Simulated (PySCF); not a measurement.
**Nonlinear optical response: SMILES C=Cc1ncncn1, C5H5N3**

Geometry:
| atom | x (Å) | y (Å) | z (Å) |
| --- | --- | --- | --- |
| C1 | -2.531 | 0.228 | 0.071 |
| C2 | -1.514 | -0.628 | 0.216 |
| C3 | -0.109 | -0.234 | 0.078 |
| N4 | 0.185 | 1.043 | -0.208 |
| C5 | 1.474 | 1.317 | -0.315 |
| N6 | 2.471 | 0.445 | -0.165 |
| C7 | 2.072 | -0.791 | 0.116 |
| N8 | 0.813 | -1.189 | 0.249 |
| H9 | -3.568 | -0.097 | 0.181 |
| H10 | -2.335 | 1.278 | -0.161 |
| H11 | -1.671 | -1.684 | 0.448 |
| H12 | 1.748 | 2.353 | -0.549 |
| H13 | 2.852 | -1.550 | 0.250 |

Method used: PySCF, quadratic response CAM-B3LYP/aug-cc-pVDZ first hyperpolarisability, Taylor convention, gas phase. Geometry: PBE0-D3(BJ)/def2-SVP.

Question: Give β for the processes computed.

Answer: In au, Taylor convention; the vector part is βᵢ = ⅓ Σⱼ (βᵢⱼⱼ + βⱼᵢⱼ + βⱼⱼᵢ); β∥ is 3/5 of the vector part along the dipole, the dipole points from − to +:
```tsv
process	λ (nm)	β vector norm	β∥	β HRS	depolarisation ratio
static β(0;0,0)	∞	224.4	131.2	115.0	3.04
second harmonic β(−2ω;ω,ω)	1907	246.3	144.0	125.2	3.09
Pockels β(−ω;ω,0)	1907	231.4	135.2	–	–
second harmonic β(−2ω;ω,ω)	1064	307.5	179.8	153.3	3.22
Pockels β(−ω;ω,0)	1064	248.0	145.0	–	–
```

Question: Which lowest excitations, dipole and polarisabilities go with it?

Answer: S1 4.41 eV (f = 0.000); S2 4.69 eV (f = 0.004); S3 4.84 eV (f = 0.005); dipole 1.09 D; isotropic α 80.8 au static, 81.2 au at 1907 nm, 82.0 au at 1064 nm, 82.3 au at 953.5 nm, 86.0 au at 532 nm.
